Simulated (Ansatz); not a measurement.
Consider the substitution at a C–C bond: `CC(C)(C)[O][Zn][F]` + `C[Si]O` → `CO[Si]C` + `CC(C)[O][Zn][F]`.

Calculated with Ansatz (gas phase, PBE0-D4/def2-TZVP geometries, no zero-point term in ΔE). CCSD(T)/CBS adds triple-zeta CCSD(T) − MP2 to the extrapolated MP2 energy (def2 sets, frozen cores). This one scheme is used for every species. DFT in def2-TZVPP. For Zn outer-core shells are correlated without core-valence functions, which leaves a few kJ/mol of doubt a bond. Scalar relativity is left out up to krypton. One conformer a species, not always the lowest.

`CC(C)(C)[O][Zn][F]`:

Cartesian coordinates in Å:
```
C 0.840 -1.181 -1.025
C 0.079 -0.176 -0.170
C 0.688 1.212 -0.320
C 0.099 -0.606 1.292
O -1.251 -0.178 -0.657
Zn -2.506 0.847 0.038
F -3.831 1.807 0.634
H 0.385 -2.169 -0.933
H 1.887 -1.248 -0.718
H 0.802 -0.883 -2.074
H 1.734 1.233 -0.006
H 0.146 1.938 0.299
H 0.631 1.537 -1.361
H -0.378 -1.581 1.404
H -0.443 0.118 1.913
H 1.118 -0.670 1.682
```

`C[Si]O`:

Z-matrix (Å, degrees):
```
C
Si 1 1.905
H 1 1.093 2 112.5
H 1 1.098 2 110.4 3 120.8
H 1 1.098 2 110.4 3 -120.7
O 2 1.656 1 100.5 3 -179.8
H 6 0.962 2 119.1 1 -0.0
```

`CO[Si]C`:

Cartesian coordinates in Å:
```
C -1.485 -0.459 0.134
O -0.592 -1.095 -0.749
Si 0.994 -0.868 -1.123
C 1.491 0.601 -0.011
H -1.860 -1.191 0.854
H -1.015 0.364 0.678
H -2.334 -0.069 -0.434
H 1.359 0.371 1.053
H 0.898 1.497 -0.228
H 2.543 0.848 -0.173
```

`CC(C)[O][Zn][F]`:

Cartesian coordinates in Å:
```
C 0.525 0.906 0.971
C 0.025 0.607 -0.430
C -1.368 0.006 -0.413
O 0.929 -0.211 -1.134
Zn 1.317 -1.846 -0.598
F 1.787 -3.471 -0.183
H 0.549 -0.014 1.571
H -0.123 1.618 1.488
H 1.535 1.319 0.936
H -0.014 1.552 -0.991
H -2.093 0.681 0.047
H -1.698 -0.219 -1.429
H -1.372 -0.927 0.166
```

**Question.** Is it downhill or uphill in electronic energy at CCSD(T)/CBS, and by how much? (Estimate.)

**Answer.** Computed: Uphill: ΔE = +17.3 kcal/mol.

**Question.** What do these levels give: r2SCAN-D4, PBE0-D4, r2SCAN, PBE0, SCS-MP2/def2-QZVPP, HF/CBS(def2)? (An estimate is asked.)

**Answer.** Ansatz gave: r2SCAN-D4 15.8, PBE0-D4 15.5, r2SCAN 15.6, PBE0 15.0, SCS-MP2/def2-QZVPP 17.0, HF/CBS(def2) 12.8 kcal/mol.

Largest T1 diagnostic among the species: 0.016.

In def2-TZVPP, CCSD(T) changes the Hartree–Fock value by +3.9 kcal/mol (the triples alone add +0.4 kcal/mol) and MP2 by +5.4 kcal/mol. The D4 term adds +0.9 kcal/mol with B3LYP and +0.5 kcal/mol with PBE0; it sums over pairs of atoms, weighted by their polarisabilities, and B3LYP, whose exchange is more repulsive, gets the larger term.

B3LYP here is the variant with VWN-RPA as its local correlation; programs differ in this.
